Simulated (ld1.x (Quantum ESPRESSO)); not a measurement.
**Transferability test, TM potential for copper (Cu)**

| Property | Result |
| --- | --- |
| Element | copper (Cu) |
| Generator | ld1.x (Quantum ESPRESSO) 7.5 |
| Type | norm-conserving Troullier–Martins (Kleinman–Bylander form) |
| Functional | PBEsol |
| Relativity | scalar-relativistic |
| Frozen core | [Ar] |
| Valence charge | 11 |
| Reference configuration | 3d10 4s1 4p0 |
| Partial waves | 4s (bound): rc 2.05 bohr; 4p (bound, empty): rc 4.00 bohr; 3d (bound): rc 0.85 bohr |
| Local potential | all-electron potential smoothed inside 2.85 bohr (lloc = -2) |
| Core correction | a·sin(br)/r model core inside 0.45 bohr |

Energies are relative to the spin-unpolarised reference configuration 3d10 4s1 4p0; without spin polarisation the order of configurations can differ from experiment.

```
valence configuration  charge  ΔE all-electron (eV)  error AE − PS (meV)
         3d10 4s0 4p0      +1                 8.103                  -24
          3d9 4s0 4p0      +2                29.416                 -305
          3d8 4s0 4p0      +3                68.408                -1758
          3d9 4s1 4p1       0                 6.863                 -325
       3d10 4s0.5 4p0    +0.5                 3.154                 -5.4
```

Question: What are ΔE and the potential's error for 3d9 4s2 4p0?

Answer: ΔE = 1.985 eV all-electron; the error (AE − PS) is -357 meV.

Question: What are ΔE and the potential's error for 3d7 4s0 4p0?

Answer: ΔE = 128.083 eV all-electron; the error (AE − PS) is -4906 meV.

Levels in the configuration 3d10 4s0.5 4p0:

| level | all-electron (eV) | pseudo (eV) |
| --- | --- | --- |
| 3d | -9.144 | -9.114 |
| 4s | -8.061 | -8.083 |
